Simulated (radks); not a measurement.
Results of a calculation; reference values are marked as such.
Task: All-electron atom: neutral molybdenum in [Kr] 4d5 5s1 (the NIST ground configuration). Code: a radial shooting solver on a logarithmic mesh with Libxc functionals. Model: non-relativistic Kohn-Sham, PBE, spin-polarised, spherical densities, point nucleus; open shells are filled with parallel spins first (spin-orbit coupling, left out, can overturn this in heavy ions); relativity is left out, which matters for an element this heavy. Some entries of the table are withheld. Estimate them.

| orbital | occ. | eigenvalue (eV) | <1/r> (bohr^-1) | r(max) (bohr) |
|---|---|---|---|---|
| 1s up | 1 | -19324.37 | 41.49 | 0.02401 |
| 1s down | 1 | -19324.37 | 41.49 | 0.02401 |
| 2s up | 1 | -2682.678 | 9.350 | 0.1342 |
| 2s down | 1 | -2682.167 | 9.351 | 0.1342 |
| 2p up | 3 | -2470.787 | 9.343 | 0.1056 |
| 2p down | 3 | -2470.416 | 9.344 | 0.1056 |
| 3s up | 1 | -454.2513 | 3.241 | 0.3946 |
| 3s down | 1 | -453.9969 | 3.241 | 0.3947 |
| 3p up | 3 | -372.8571 | 3.149 | 0.3820 |
| 3p down | 3 | -372.5608 | 3.148 | 0.3821 |
| 3d up | 5 | -223.8019 | (1) | (2) |
| 3d down | 5 | -223.3389 | (3) | (4) |
| 4s up | 1 | -61.3067 | 1.187 | 1.017 |
| 4s down | 1 | -58.4923 | 1.199 | 1.011 |
| 4p up | 3 | -38.3740 | 1.068 | 1.085 |
| 4p down | 3 | -35.3171 | 1.080 | 1.077 |
| 4d up | 5 | -4.8200 | (5) | 1.379 |
| 5s up | 1 | -4.2859 | 0.3552 | 2.975 |

Result: 
(1) 3d up <1/r> (bohr^-1): 2.969
(2) 3d up r(max) (bohr): 0.3225
(3) 3d down <1/r> (bohr^-1): 2.969
(4) 3d down r(max) (bohr): 0.3227
(5) 4d up <1/r> (bohr^-1): 0.7062
